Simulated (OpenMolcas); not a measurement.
An OpenMolcas run meant for Sr II (ANO-R2, X2C; inactive shells 1s 2s 2p 3s 3p 3d 4s 4p; intended active space 1 electron in 9 orbitals (4d 5s 5p)). One step of its input:

```
&CASPT2
Multistate=6 1 2 3 4 5 6
Frozen=8 6
IPEA=0.25
Imaginary=2.0
MaxIter=60
WThr=0.0 0.3 0.05
PrWF=0.5
NoMix
```

The run finished. Its levels beside those of a sound run (SS-CASPT2, IPEA 0.25 Eh, imaginary shift 0.1 Eh (closed shells correlated: 4s 4p)), in cm⁻¹ above each run's lowest level:

```
     Level  This run  Usual run
 5s ²S_1/2       0.0        0.0
 4d ²D_3/2     16697      17156
 4d ²D_5/2     16971      17430
5p ²P°_1/2     26346      26542
5p ²P°_3/2     27134      27330
```

**Question.** Which setting is unsound, and how much does it matter here?

**Answer.** The level shift is far above the usual 0.1 to 0.3 hartree and damps the second-order energy. Against the sound run the excited levels shown move by 330 cm-1 on average and by 460 cm-1 at most.

Term energies are means over components that CASPT2 splits; among the terms shown or strongly mixed into the levels shown the widest spread is 130 cm-1 (4d ²D, the sound run). ANO sets are built for ground and valence states and can reach diffuse excited orbitals poorly. With one active electron, CASPT2 adds the correlation within the correlated inactive shells and between them and that electron, and leaves the splitting within a term as the reference gives it. The ANO-R sets hold no well-fitted valence p shell for this element, so s → p excitations can come out far too high. Levels of configurations outside the active space are missing.

° marks odd parity.
